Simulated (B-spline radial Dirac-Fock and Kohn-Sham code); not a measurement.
Level of theory: relativistic Hartree-Fock (Dirac-Fock) wave functions, averaged over the configuration; a radial B-spline solver.

**Question.** This computed X-ray form factor belongs to an atom or ion in its tabulated ground configuration. Which?

```csv
sin θ/λ (Å⁻¹),f₀
0.15,1.999
0.25,1.997
0.3,1.996
0.45,1.991
0.7,1.979
0.9,1.966
1.4,1.919
2.5,1.757
6,1.046
```

**Answer.** Ge³⁰⁺, with 2 electrons in 1s2. f₀ tends to the number of electrons as s goes to zero, which the first rows give only roughly, and the rate of fall reflects the nuclear charge, 32.
